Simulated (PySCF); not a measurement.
H9PSi3, charge +1, doublet, geometry from GFN2-xTB (a state made from the parent by changing its charge; the spin is typed, not shown lowest); DF-B3LYP/def2-TZVP in PySCF.

The PySCF input:
```python
from pyscf import gto, scf, dft

mol = gto.M(
    atom='''
Si   -0.76269209    1.81264430   -1.17752802
P     0.00471359   -0.00497380   -0.01293666
Si    2.25368306   -0.34757417    0.26066513
Si   -1.49382621   -1.46128209    0.92595130
H     0.46636718    2.48448747   -1.58733297
H    -1.56421063    2.52973589   -0.18929405
H    -1.53400354    1.21340005   -2.26357662
H     2.84356753    0.48195750   -0.78533161
H     2.39598724   -1.78812083    0.06958047
H     2.50046027    0.11265064    1.62515535
H    -0.71985620   -2.69107204    1.06320692
H    -2.57454756   -1.50552230   -0.05453140
H    -1.84477451   -0.81594199    2.18893598
''',
    basis='def2-tzvp',
    charge=1,
    spin=1,
    verbose=4,
)

mf = dft.UKS(mol)
mf.xc = 'b3lyp'
mf = mf.density_fit(auxbasis='def2-universal-jkfit')
mf.kernel()
```

What the program printed (banner, timings and long lists left out):

```
PySCF version 2.14.0

[INPUT] verbose = 4
[INPUT] num. atoms = 13
[INPUT] num. electrons = 65
[INPUT] charge = 1
[INPUT] spin (= nelec alpha-beta = 2S) = 1
[INPUT] symmetry False subgroup None
[INPUT] Mole.unit = angstrom
[INPUT] Symbol           X                Y                Z      unit          X                Y                Z       unit  Magmom
[INPUT]  1 Si    -0.762692090000   1.812644300000  -1.177528020000 AA   -1.441279167472   3.425401288254  -2.225205461801 Bohr   0.0
[INPUT]  2 P      0.004713590000  -0.004973800000  -0.012936660000 AA    0.008907394163  -0.009399119798  -0.024446744367 Bohr   0.0
[INPUT]  3 Si     2.253683060000  -0.347574170000   0.260665130000 AA    4.258843754972  -0.656819989273   0.492585705924 Bohr   0.0
[INPUT]  4 Si    -1.493826210000  -1.461282090000   0.925951300000 AA   -2.822922414597  -2.761422940832   1.749794361685 Bohr   0.0
[INPUT]  5 H      0.466367180000   2.484487470000  -1.587332970000 AA    0.881306243686   4.695000878214  -2.999624581792 Bohr   0.0
[INPUT]  6 H     -1.564210630000   2.529735890000  -0.189294050000 AA   -2.955929691833   4.780507999583  -0.357713911510 Bohr   0.0
[INPUT]  7 H     -1.534003540000   1.213400050000  -2.263576620000 AA   -2.898846564713   2.292993774034  -4.277539873769 Bohr   0.0
[INPUT]  8 H      2.843567530000   0.481957500000  -0.785331610000 AA    5.373563848406   0.910767678680  -1.484061659864 Bohr   0.0
[INPUT]  9 H      2.395987240000  -1.788120830000   0.069580470000 AA    4.527759681553  -3.379058646330   0.131488031919 Bohr   0.0
[INPUT] 10 H      2.500460270000   0.112650640000   1.625155350000 AA    4.725185095656   0.212878857357   3.071098521372 Bohr   0.0
[INPUT] 11 H     -0.719856200000  -2.691072040000   1.063206920000 AA   -1.360331067070  -5.085389137075   2.009169892542 Bohr   0.0
[INPUT] 12 H     -2.574547560000  -1.505522300000  -0.054531400000 AA   -4.865189783067  -2.845024821425  -0.103049411189 Bohr   0.0
[INPUT] 13 H     -1.844774510000  -0.815941990000   2.188935980000 AA   -3.486118585479  -1.541906894633   4.136489506406 Bohr   0.0

nuclear repulsion = 328.591913573297
number of shells = 88
number of NR pGTOs = 324
number of NR cGTOs = 202
basis = def2-tzvp
ecp = {}

******** <class 'pyscf.df.df_jk.DFUKS'> ********
method = DFUKS
initial guess = minao
damping factor = 0
level_shift factor = 0
DIIS = <class 'pyscf.scf.diis.CDIIS'>
diis_start_cycle = 1
diis_space = 8
diis_damp = 0
SCF conv_tol = 1e-09
SCF conv_tol_grad = None
SCF max_cycles = 50
direct_scf = False
number electrons alpha = 33  beta = 32
XC library pyscf.dft.libxc version 7.1.2
    S. Lehtola, C. Steigemann, M. J. T. Oliveira, and M. A. L. Marques,  SoftwareX 7, 1–5 (2018)
XC functionals = b3lyp
    P. J. Stephens, F. J. Devlin, C. F. Chabalowski, and M. J. Frisch,  J. Phys. Chem. 98, 11623 (1994)
radial grids:
    Treutler-Ahlrichs [JCP 102, 346 (1995); DOI:10.1063/1.469408] (M4) radial grids

becke partition: Becke, JCP 88, 2547 (1988); DOI:10.1063/1.454033
pruning grids: <function nwchem_prune>
grids dens level: 3
symmetrized grids: False
atomic radii adjust function: <function treutler_atomic_radii_adjust>
small_rho_cutoff = 0
Set gradient conv threshold to 3.16228e-05
tot grids = 164992
******** <class 'pyscf.df.df.DF'> ********
auxbasis = def2-universal-jkfit
init E= -1215.08899179048

cycle= 1 E= -1215.06000423283  delta_E= 0.029  |g|= 0.195  |ddm|= 1.81
cycle= 2 E= -1215.06633029833  delta_E= -0.00633  |g|= 0.154  |ddm|= 0.331
cycle= 3 E= -1215.07900155854  delta_E= -0.0127  |g|= 0.0353  |ddm|= 0.174
cycle= 4 E= -1215.07981845348  delta_E= -0.000817  |g|= 0.0119  |ddm|= 0.0439
cycle= 5 E= -1215.07989597171  delta_E= -7.75e-05  |g|= 0.00121  |ddm|= 0.0115
cycle= 6 E= -1215.0798975475  delta_E= -1.58e-06  |g|= 0.000453  |ddm|= 0.00198
cycle= 7 E= -1215.07989775089  delta_E= -2.03e-07  |g|= 0.000192  |ddm|= 0.000803
cycle= 8 E= -1215.07989777994  delta_E= -2.9e-08  |g|= 5.47e-05  |ddm|= 0.000215
cycle= 9 E= -1215.07989778312  delta_E= -3.18e-09  |g|= 1.41e-05  |ddm|= 8.93e-05
cycle= 10 E= -1215.07989778331  delta_E= -1.83e-10  |g|= 5.85e-06  |ddm|= 2.36e-05
Extra cycle  E= -1215.07989778331  delta_E= -4.09e-12  |g|= 6.09e-06  |ddm|= 1.07e-05
converged SCF energy = -1215.07989778331  <S^2> = 0.7551122  2S+1 = 2.0051057
```
